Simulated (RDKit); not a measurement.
Input for RDKit: UFF on FHSeTe (SMILES F[Te][SeH]), a point of a torsion scan.

```python
from rdkit import Chem
from rdkit.Chem import AllChem, rdDetermineBonds

blocks = [
'''4

F     1.83038125   -0.73158695    0.13295957
Te    1.01868257    1.03643351   -0.34722721
Se   -1.25764932    0.49635571    0.41441657
H    -1.94544987    0.65857433   -0.85748521
''',
]
mol = None
for b in blocks:
    f = Chem.MolFromXYZBlock(b)
    rdDetermineBonds.DetermineBonds(f, charge=0)
    mol = f if mol is None else Chem.CombineMols(mol, f)
Chem.SanitizeMol(mol)
print(Chem.MolToSmiles(Chem.RemoveHs(mol)))
ff = AllChem.UFFGetMoleculeForceField(mol, vdwThresh=100.0, ignoreInterfragInteractions=False)
e = ff.CalcEnergy()
print(f'UFF energy {e:.6f} kcal/mol')
```

Output:

```
F[Te][SeH]
UFF energy 6.107381 kcal/mol
```

The run finished.

Cost: about 0.010 core-seconds (a rough figure).
